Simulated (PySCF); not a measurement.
(1R)-1-chloro-1-fluoro-2-methylpropane (C4H8ClF), SMILES CC(C)[C@H](F)Cl. Coordinates come from a PBE-D3(BJ)/def2-SVP optimisation. One conformer was computed; it need not be the lowest.

The numbers are results of PBE-D3(BJ)/def2-SVP in PySCF, not measurements.

Harmonic wavenumbers (cm⁻¹): 98, 207, 224, 245, 253, 332, 374, 485, 534, 714, 822, 901, 932, 952, 1054, 1085, 1124, 1171, 1231, 1267, 1306, 1324, 1342, 1354, 1408, 1413, 1423, 1440, 2953, 2973, 2982, 3010, 3061, 3072, 3075, 3082. Rotational constants (GHz): 3.257, 2.247, 1.787; symmetry number 1.

### Question
Work out the zero-point energy and the ideal-gas rigid-rotor harmonic-oscillator thermochemistry at 298.15 K and 1 atm.

### Answer
ZPE = ½ Σ hcν = ½ × 49224 cm⁻¹ = 70.37 kcal/mol. H − E(el) = 75.54 kcal/mol. Entropy in cal/(mol K): translation 40.02, rotation 27.60, vibration 15.88, total 83.50. G − E(el) = 50.64 kcal/mol. Cp = 27.84 cal/(mol K). Modes under 150 cm⁻¹ make the vibrational entropy uncertain.
